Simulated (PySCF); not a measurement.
CH₇GeNSi₂, SMILES N#C[SiH2][SiH2][GeH3], GFN2-xTB optimised geometry.

```
12

N      2.30    -2.25     0.00
C      1.16    -2.25     0.00
Si    -0.71    -2.12     0.00
Si    -1.18     0.16    -0.09
Ge     0.69     1.45     0.50
H     -1.11    -2.82     1.23
H     -1.12    -2.94    -1.15
H     -2.30     0.47     0.80
H     -1.63     0.53    -1.44
H      1.14     1.23     1.91
H      0.50     2.94     0.41
H      1.91     1.19    -0.32
```

Density from CAM-B3LYP/def2-TZVP (PySCF) at that geometry.

Minimum of the electron density along straight lines between bonded atoms, close to the bond critical point (lines longer than 1.1 times the sum of covalent radii, or with two minima, are not listed):

```
bond     length / Å  ρ at the minimum / e bohr⁻³  ∇²ρ there / e bohr⁻⁵  position (fraction from the first atom)
-------  ----------  ---------------------------  --------------------  ---------------------------------------
N1–C2         1.147                        0.508                 -0.14                                     0.66
C2–Si3        1.868                        0.109                  0.29                                     0.61
Si3–Si4       2.329                        0.097                 -0.18                                     0.61
Si4–Ge5       2.341                        0.095                 -0.16                                     0.46
Si3–H6        1.467                        0.126                  0.16                                     0.49
Si3–H7        1.466                        0.126                  0.16                                     0.49
Si4–H8        1.470                        0.123                  0.17                                     0.49
Si4–H9        1.469                        0.123                  0.18                                     0.49
Ge5–H10       1.499                        0.141                  0.09                                     0.60
Ge5–H11       1.501                        0.140                  0.08                                     0.60
Ge5–H12       1.495                        0.142                  0.09                                     0.60
```
